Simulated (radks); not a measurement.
Species: the gold ion Au4+. Configuration: [Xe] 4f14 5d7. Calculated with a radial shooting solver on a logarithmic mesh with Libxc functionals: scalar-relativistic Kohn-Sham, SCAN, spin-polarised, spherical densities, finite nucleus; open shells are filled with parallel spins first (spin-orbit coupling, left out, can overturn this in heavy ions); meta-GGA in the generalised Kohn-Sham scheme; Fermi nuclear charge, rms radius 5.4371 fm.

Unscreened Slater integrals over Kohn-Sham orbitals (hartree). They are taken over the spin-up orbitals.

| integral | value |
|---|---|
| F0(5d,5d) | 0.65735 |
| F2(5d,5d) | 0.34741 |
| F4(5d,5d) | 0.23264 |
| F0(5d,5p) | 0.73324 |
| F2(5d,5p) | 0.37231 |
| G1(5d,5p) | 0.45252 |
| G3(5d,5p) | 0.28209 |
| F0(5d,4f) | 0.84098 |
| F2(5d,4f) | 0.20529 |
| F4(5d,4f) | 0.096937 |
| G1(5d,4f) | 0.066813 |
| G3(5d,4f) | 0.063913 |
| G5(5d,4f) | 0.051425 |
| F0(5p,5p) | 0.85069 |
| F2(5p,5p) | 0.46057 |
| F0(5p,4f) | 1.0461 |
| F2(5p,4f) | 0.32574 |
| G2(5p,4f) | 0.12279 |
| G4(5p,4f) | 0.10428 |
| F0(4f,4f) | 1.8351 |
| F2(4f,4f) | 0.91218 |
| F4(4f,4f) | 0.58105 |
| F6(4f,4f) | 0.42062 |

Derived for the open shells (J is the average intra-shell exchange parameter used in DFT+U). 5d: Racah B = F2/49 - 5 F4/441 = 0.004452 hartree, C = 35 F4/441 = 0.01846 hartree, C/B = 4.15, F4/F2 = 0.670, J = (F2 + F4)/14 = 0.04143 hartree.
